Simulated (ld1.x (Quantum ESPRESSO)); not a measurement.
## sulfur, PAW: configuration errors across variants

* Element: S (Z = 16)
* Generator: ld1.x (Quantum ESPRESSO) 7.5
* Type: PAW
* Functional: PBE
* Relativity: scalar-relativistic
* Frozen core: [Ne]
* Valence charge: 6
* Reference configuration: 3s2 3p4
* Partial waves: 3s (bound): rcut 1.30, rcutus 1.40 bohr; 3s channel at 0.85 Ry: rcut 1.30, rcutus 1.40 bohr; 3p (bound): rcut 1.40, rcutus 1.55 bohr; 3p channel at -0.15 Ry: rcut 1.40, rcutus 1.55 bohr; 3d channel at 0.4 Ry: rcut 1.50, rcutus 1.60 bohr; 3d channel at 0.75 Ry: rcut 1.50, rcutus 1.60 bohr
* Local potential: all-electron potential smoothed inside 1.55 bohr (lloc = -1)
* Core correction: Bessel-smoothed model core, default radius (core density twice the valence density)
* Augmentation charge: PSQ, inside the norm-conserving radii

All-electron excitation energies from the reference (eV): (1) 3s2 3p3 11.769; (2) 3s2 3p2 34.053; (3) 3s2 3p1 68.094; (4) 3s2 3p0 114.891; (5) 3s1 3p4 22.648; (6) 3s1 3p5 10.311; (7) 3s2 3p3.5 4.660.

1 further variants failed, have other tests or too few solved ones, and are left out.

Errors AE − PS in meV (a dash: test not solved or not reliable):

| change | (1) | (2) | (3) | (4) | (5) | (6) | (7) | bound ghosts |
| --- | --- | --- | --- | --- | --- | --- | --- | --- |
| base | -1.4 | -8.2 | -32 | -100 | -2.3 | -0.5 | -0.4 | none |
| waves 3p (bound): rcut 1.16, rcutus 1.22 bohr; 3p channel at -0.15 Ry: rcut 1.16, rcutus 1.22 bohr | -1.4 | -8.3 | -33 | -99 | -2.5 | -0.6 | -0.4 | none |
| waves 3p (bound): rcut 1.40, rcutus 1.48 bohr; 3p channel at -0.15 Ry: rcut 1.40, rcutus 1.48 bohr | -1.4 | -8.2 | -33 | -100 | -2.3 | -0.5 | -0.4 | none |
| waves 3p (bound): rcut 1.40, rcutus 1.90 bohr; 3p channel at -0.15 Ry: rcut 1.40, rcutus 1.90 bohr | -1.3 | -7.7 | -31 | -99 | -1.6 | -0.2 | -0.4 | none |
| waves 3p (bound): rcut 1.40, rcutus 2.14 bohr; 3p channel at -0.15 Ry: rcut 1.40, rcutus 2.14 bohr | -1.3 | -7.4 | -30 | -99 | -1.3 | -0.1 | -0.4 | none |
| waves 3p (bound): rcut 1.40, rcutus 2.30 bohr; 3p channel at -0.15 Ry: rcut 1.40, rcutus 2.30 bohr | -1.3 | -6.8 | -29 | -99 | -1.0 | -0.1 | -0.4 | none |

Task: Give the same row for: waves 3p (bound): rcut 1.40, rcutus 1.60 bohr; 3p channel at -0.15 Ry: rcut 1.40, rcutus 1.60 bohr.

Result: -1.4, -8.1, -32, -100, -2.2, -0.5, -0.4; bound ghosts: none.
